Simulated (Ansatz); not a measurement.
**Question.** Name a neutral molecule of Cl, N, O, Si and H with size of the dipole moment (PBE/def2-TZVPP) between 0.80 and 1.10 D and size of the dipole moment (B3LYP/def2-TZVPP) between 0.65 and 0.95 D (Ansatz, PBE0-D4/def2-TZVP geometry).

**Answer.** `N[Si@H](Cl)O[Si@@H](N)O` (0.92 D, 0.95 D). Other molecules can fit too; these were computed, each in one conformer that needn't be the lowest.

B3LYP here is the variant with VWN-RPA as its local correlation; programs differ in this.
